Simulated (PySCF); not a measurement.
Bond stretch in PH, triplet.

Levels: UKS-CAM-B3LYP = unrestricted CAM-B3LYP/cc-pVDZ in PySCF; UCCSD(T) = CCSD(T) on UHF/cc-pVDZ, 5 core orbitals frozen (PySCF 2.14.0).

Energies relative to the lowest point of each curve near equilibrium, in kJ/mol:

| R / Å | UKS-CAM-B3LYP |
|---|---|
| 1.15 | 133.4 |
| 1.21 | 75.4 |
| 1.29 | 27.9 |
| 1.34 | 11.4 |
| 1.38 | 3.8 |
| 1.43 | 0.0 |
| 1.48 | 1.3 |
| 1.53 | 6.7 |
| 1.58 | 15.2 |
| 1.67 | 36.2 |
| 1.78 | 68.2 |
| 1.91 | 110.2 |

**Question.** Estimate the UCCSD(T) values at these points.

**Answer.** 1.15: 136.0; 1.21: 77.2; 1.29: 28.9; 1.34: 12.0; 1.38: 4.1; 1.43: 0.0; 1.48: 1.0; 1.53: 5.9; 1.58: 13.9; 1.67: 33.6; 1.78: 63.0; 1.91: 100.5 (kJ/mol).

The scan ran from 1.15 to 5.77 Å; beyond the distances shown one of the unrestricted levels run for this scan, shown here or not, changes its spin distribution in one step. The unrestricted determinant behind UCCSD(T) is spin-contaminated at 1.91 Å (<S²> up to 2.2, against 2.00 for a pure triplet).
